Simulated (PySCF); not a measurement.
Trend along group 15: MHg cations

PBE with double-zeta basis sets in PySCF, for the lowest determinant that a PBE0 search found; no spin–orbit coupling. De refers to high-spin ground-configuration atoms (the charge goes to the atom of lower measured ionisation energy or higher electron affinity, which is not always the lowest computed limit). A positive dipole points towards Hg; it is taken about the centre of mass and depends on that origin.

```
 M     basis  charged atom  state (unpaired electrons)  Re (Å)  ωe (cm⁻¹)  De (eV)  μ (D)
 P  def2-SVP           Hg+              triplet (π ↑↑)   2.476        249     2.69  -2.29
Sb  def2-SVP           Sb+              triplet (π ↑↑)   2.803        128     1.67  -1.64
Bi  def2-SVP           Bi+              triplet (π ↑↑)   2.897        103      n/a  -0.53
```

The shortest bond is that of HgP⁺ (2.476 Å), the longest that of HgBi⁺ (2.897 Å).

Down a group the atoms grow and get heavier, so bonds lengthen and wavenumbers fall; this series shows no clear exception.

Spin–orbit coupling is left out, which matters for elements this heavy, above all for dissociation energies. For an ion De counts to the pair picked by the measured ionisation energies or electron affinities, which need not be the lowest pair at this level. States were picked by a PBE0 search and need not be the measured ground states.
